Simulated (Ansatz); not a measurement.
Cost and result for the atomization energy of ClH6NSi3, SMILES `[SiH3]N([SiH3])[Si]Cl` (11 atoms, 10 bonds).

```xyz
11

Si   -0.604    1.289    0.015
N    -0.044   -0.352    0.329
Si    1.028   -1.063   -0.864
Si   -0.451   -1.317    1.697
Cl   -1.711    0.023    2.735
H     0.018    1.680   -1.281
H    -2.077    1.337   -0.127
H    -0.146    2.224    1.068
H     0.357   -1.135   -2.186
H     1.363   -2.432   -0.391
H     2.267   -0.256   -0.993
```

Charge 0, multiplicity 1. The structure was optimised at the PBE0-D4/def2-TZVP level. It is one conformer, not always the lowest. Program: Ansatz. All runs use 4 threads of a server CPU on a shared host. Times are those of one run each, without the atoms' runs, and a repeat can differ threefold. Electronic energies, without spin–orbit coupling; frozen cores. CCSD(T)/CBS adds CCSD(T) − MP2 in def2-TZVPP to the MP2 limit, and its time is that of the two runs behind it. T1 = 0.013. B3LYP takes the VWN-RPA correlation (the form of Gaussian; ORCA's B3LYP/G). HSE06 is the plane-wave form, built on full-range PBE exchange.

CCSD(T)/CBS is a level of theory with its own doubt, some kJ/mol a heavy atom from the limit and from the frozen cores, so smaller differences don't rank the functionals.

| level | functions | atomization (kcal/mol) | difference from CCSD(T)/CBS | per bond |
| --- | --- | --- | --- | --- |
| B3LYP-D4/def2-TZVPP (with forces) | 283 | 838.5 | -1.9 | -0.2 |
| revPBE-D4/def2-TZVPP | 283 | 822.0 | -18.4 | -1.8 |
| CCSD(T)/def2-TZVPP | 283 | 813.4 | -27.0 | -2.7 |
| ωB97M-V/def2-TZVPP (with forces) | 283 | 845.0 | 4.6 | 0.5 |
| PBE-QIDH/def2-TZVPP | 283 | 825.6 | -14.8 | -1.5 |
| r2SCAN-D4/def2-TZVPP (with forces) | 283 | 834.7 | -5.7 | -0.6 |
| PBE-D4/def2-TZVPP (with forces) | 283 | 835.9 | -4.5 | -0.4 |
| CCSD(T)/CBS(def2) | – | 840.4 | 0.0 | 0.0 |
| r2SCANh-D4/def2-TZVPP | 283 | 830.7 | -9.7 | -1.0 |
| CCSD(T)/def2-SVP | 116 | 769.1 | -71.3 | -7.1 |
| HSE06-D4/def2-TZVPP | 283 | 828.5 | -11.9 | -1.2 |
| MP2/def2-QZVPP | 517 | 835.5 | -4.9 | -0.5 |
| B2PLYP/def2-TZVPP | 283 | 825.0 | -15.4 | -1.5 |

(1) Order the runs by time, with rough figures. (Best estimate.)

Answers

(1) Computed: revPBE-D4/def2-TZVPP 4 s; PBE-D4/def2-TZVPP (with forces) 5.5 s; HSE06-D4/def2-TZVPP 7.1 s; r2SCAN-D4/def2-TZVPP (with forces) 7.5 s; CCSD(T)/def2-SVP 8.1 s; r2SCANh-D4/def2-TZVPP 8.6 s; B3LYP-D4/def2-TZVPP (with forces) 11 s; B2PLYP/def2-TZVPP 12 s; PBE-QIDH/def2-TZVPP 12 s; ωB97M-V/def2-TZVPP (with forces) 21 s; MP2/def2-QZVPP 45 s; CCSD(T)/def2-TZVPP 2.1 min; CCSD(T)/CBS(def2) 2.9 min.

The D4 term adds +14.8 kcal/mol with B3LYP and +7.8 kcal/mol with PBE0; it sums over pairs of atoms, weighted by their polarisabilities, and B3LYP, whose exchange is more repulsive, gets the larger term. From BLYP to BHLYP (50 % exact exchange), in def2-TZVPP and without D4, the atomization energy moves by −1.9 kcal/mol: exact exchange takes away binding that semilocal exchange gives to molecules. At CCSD(T), def2-SVP lies −71.3 kcal/mol from the extrapolated value and def2-TZVPP −27.0 kcal/mol: correlation converges slowly with the basis, and small sets miss more of it in the bonded molecule than in its fragments.
